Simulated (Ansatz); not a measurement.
This geometry of CH$_{6}$AsBSSe (11 atoms, charge 0, multiplicity 1) is a first-order saddle point.

Theory: RKS PBE-D4/def2-SVP (Ansatz).

```xyz
11
Properties=species:S:1:pos:R:3
B -0.665 1.475 0.276
C 0.262 0.267 -0.141
S 1.368 0.607 -1.484
As 0.869 -1.007 1.290
Se -1.699 -0.101 -0.827
H -0.681 2.475 -0.419
H -1.088 1.508 1.417
H 1.744 -0.673 -1.791
H 0.042 -2.224 0.819
H 2.084 -1.541 0.504
H -2.171 -0.843 0.376
```

(1) Which two structures does it join? (They come from a converged band through this point; their orientation in space is the band's.)

(2) How far does it lie above each of them?

## Answers

(1) No bond is made or broken. The dihedral S3–C2–As4–H9 goes from -164 to -39°.

Image 0:

```xyz
11
Properties=species:S:1:pos:R:3
B -0.913 1.241 0.242
C 0.336 0.353 -0.126
S 1.514 1.105 -1.227
As 1.164 -0.825 1.231
Se -1.341 -0.364 -1.181
H -1.066 2.298 -0.345
H -1.502 1.023 1.285
H 2.218 -0.014 -1.584
H -0.132 -1.558 1.631
H 1.558 -1.957 0.254
H -1.771 -1.358 -0.160
```

Image 8:

```xyz
11
Properties=species:S:1:pos:R:3
B -0.630 1.421 0.358
C 0.165 0.171 -0.184
S 1.243 0.481 -1.553
As 0.536 -1.312 1.088
Se -1.865 0.029 -0.781
H -0.568 2.457 -0.279
H -1.000 1.427 1.517
H 1.518 -0.813 -1.904
H 1.015 -2.321 0.018
H 1.985 -0.845 1.340
H -2.333 -0.751 0.400
```

(2) 3.1 kcal/mol above the first and 3.3 kcal/mol above the second. This is the barrier of this one path; another mechanism may lie lower.

Time of the run: 47 s on 2 threads of AMD EPYC 9R45 96-Core Processor (Zen 5), with other jobs on the host, peak memory 0.24 GiB.
